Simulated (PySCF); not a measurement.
## Telling isomers of C$_{4}$H$_{12}$O$_{2}$Si apart by NMR

- geometry: GFN2-xTB
- NMR shieldings at PBE0/pcSseg-1/GIAO
- code: PySCF 2.14.0 with density-fitted response routines
- one conformer, in vacuum, rapidly exchanging positions averaged, no relativistic terms

References, each an isolated molecule treated in the same way: 1H, 13C vs TMS. Where no couplings were computed, multiplicities follow the n + 1 count of equivalent neighbours, and m marks all less simple cases (inequivalent or close neighbours, rings, F or P nearby). Shifts are as computed. Against solution values, carbons near 30 ppm lie about +3 ppm off and those near 130 ppm about +5 ppm. Of 1211 compounds with measured shifts, 218 miss one by over three times the rms of a fit or turn the order of signals round; such compounds aren't used in these exercises. OH and NH positions are gas-phase values without hydrogen bonding to other molecules.

(1) Tabulate the signals of `CCCO[SiH2]OC`, `CC(C)O[Si@H](C)O`, `CO[Si](C)(C)OC` and their relative energies.

(2) What is the quickest way to tell CCCO[SiH2]OC from CC(C)O[Si@H](C)O?

(3) What is the quickest way to tell CC(C)O[Si@H](C)O from CO[Si](C)(C)OC?

(4) What is the quickest way to tell CCCO[SiH2]OC from CO[Si](C)(C)OC?

Answers

(1) 
```json
{"SMILES": "CCCO[SiH2]OC", "carbon types": "2×CH2 2×CH3", "δC": "69.1, 50.3, 29.9, 13.1", "δH": "4.73 (s, 2H), 3.96 (t, 2H), 3.82 (s, 3H), 1.51 (m, 2H), 1.05 (t, 3H)", "E rel. (kcal/mol)": "27.3"}
{"SMILES": "CC(C)O[Si@H](C)O", "carbon types": "1×CH 3×CH3", "δC": "66.0, 27.8, 27.6, 1.2", "δH": "5.16 (q, 1H), 3.97 (m, 1H), 1.71 (br s, 1H), 1.20 (d, 3H), 1.18 (d, 3H), 0.11 (d, 3H)", "E rel. (kcal/mol)": "0.0"}
{"SMILES": "CO[Si](C)(C)OC", "carbon types": "4×CH3", "δC": "51.9, -2.6", "δH": "3.79 (s, 6H), -0.06 (s, 6H)", "E rel. (kcal/mol)": "7.1"}
```

Energies are electronic energies at PBE0/pcSseg-1 on these geometries, without zero-point or thermal terms, each for the one conformer computed, which needn't be the lowest.

(2) Both give the same number of carbon signals, but DEPT or the intensities differ. The first has an sp3 CH2 bonded to O at 69.1 ppm, the second an sp3 CH bonded to O at 66.0 ppm. In the proton spectra the most deshielded non-exchanging signals are 4.73 (s, 2H) and 5.16 (q, 1H).

(3) Count the carbon signals: 4 against 2. The first has an sp3 CH bonded to O at 66.0 ppm, the second a methyl carbon bonded to O (CH3) at 51.9 ppm. In the proton spectra the most deshielded non-exchanging signals are 5.16 (q, 1H) and 3.79 (s, 6H).

(4) Count the carbon signals: 4 against 2. The first has an sp3 CH2 bonded to O at 69.1 ppm, the second a methyl carbon bonded to Si (CH3) at -2.6 ppm. Their most deshielded carbons lie at 69.1 and 51.9 ppm. In the proton spectra the most deshielded non-exchanging signals are 4.73 (s, 2H) and 3.79 (s, 6H).
